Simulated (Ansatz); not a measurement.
Input and output for `C[O][Sb]([CH3])[SiH3]`.

```yaml
crystal:
  periodic: [false, false, false]
  atoms:
    - {symbol: C, position_ang: [-2.199895, 0.809217, 0.786962]}
    - {symbol: O, position_ang: [-1.124007, -0.092050, 0.823958]}
    - {symbol: Sb, position_ang: [-0.367507, -0.698659, -0.908648]}
    - {symbol: C, position_ang: [0.933134, -2.081374, 0.093384]}
    - {symbol: Si, position_ang: [1.434109, 1.165406, -0.974716]}
    - {symbol: H, position_ang: [-2.562427, 0.942070, 1.810200]}
    - {symbol: H, position_ang: [-1.906431, 1.796814, 0.404014]}
    - {symbol: H, position_ang: [-3.037757, 0.444789, 0.176245]}
    - {symbol: H, position_ang: [1.256810, -1.623525, 1.027680]}
    - {symbol: H, position_ang: [1.799438, -2.302774, -0.531562]}
    - {symbol: H, position_ang: [0.389689, -3.002770, 0.299185]}
    - {symbol: H, position_ang: [2.229247, 1.159178, 0.283341]}
    - {symbol: H, position_ang: [0.788415, 2.497395, -1.132628]}
    - {symbol: H, position_ang: [2.354583, 0.957285, -2.128616]}
basis:
  gaussian: {orbitals: ANO-RCC-VTZP}
magnetization: {spin_polarized: false, initial_magnetization: 2}
hamiltonian: {xc: {name: r2SCAN}}
accuracy: high
```

```sh
$ ansatz run in.yaml --threads 4 --pin off --events-out ev --progress --plain --max-ram 11315MiB
```

It prints (some lines left out):

```
Functional definition: r2SCAN
6111 factors; integrals over basis functions are off by at most 5.0e-9 eV
mean field evaluation 1: about -188493.6860 eV, gradient 8.5e1 eV
mean field evaluation 2: about -188493.6920 eV, gradient 8.5e1 eV
mean field evaluation 4: about -188500.0771 eV, gradient 6.7e1 eV
mean field evaluation 8: about -188510.6416 eV, gradient 1.2e0 eV
mean field evaluation 16: about -188510.6459 eV, gradient 2.5e-3 eV
mean field -188510.64590359 eV, -6927.6384598517 hartree, gradient 3.4e-8 eV, S^2 2.000000; 7 other end points of the search recorded, 0 dependent functions left out
reference -188510.64591737 eV, -6927.6384603581 hartree; 48, 46 occupied and 270, 272 virtual orbitals, 6111 factors
Total energy: -188510.64591737 eV, -6927.6384603581 hartree
Relativity: scalar
```

Hardware: 4 threads of an Intel Xeon Platinum 8259CL on a shared host. Wall time 5 min, peak host memory 5 GiB.
